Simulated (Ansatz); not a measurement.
GeSb2, relaxed as a singlet with RKS PBE-D4/def2-TZVP in Ansatz, starting from the GFN2-xTB geometry. Force threshold 0.02 eV/Å.

In the def2 sets Sb takes a core potential; there is no spin–orbit coupling. The structure comes from a short search, and lower isomers may exist.

Start:

```tsv
atom	x (Å)	y (Å)	z (Å)
Sb1	-0.585	-0.715	1.217
Sb2	-0.152	-0.518	-1.430
Ge3	0.737	1.233	0.212
```

```
        step  energy (eV)  largest force component (eV/Å)  SCF passes
           1  -69586.6394                           0.984          19
           2  -69586.6631                           0.635          30
           3  -69586.6954                           0.024          23
4 (rejected)  -69586.6953                           0.047          24
           5  -69586.6955                           0.000          26
```

Force components are those of the run's own axes.

End:

```xyz
3

Sb   -0.602   -0.742    1.213
Sb   -0.168   -0.545   -1.435
Ge    0.770    1.287    0.222
```

By distances, no bond broke or formed. The bond that changes most is Sb2–Ge3, from 2.56 to 2.64 Å (atoms count from 1).

No frequencies were taken in this run, so the end may be a saddle point.

Hardware: 2 threads of Arm Neoverse V2 on a shared host. Wall time 7.5 s.
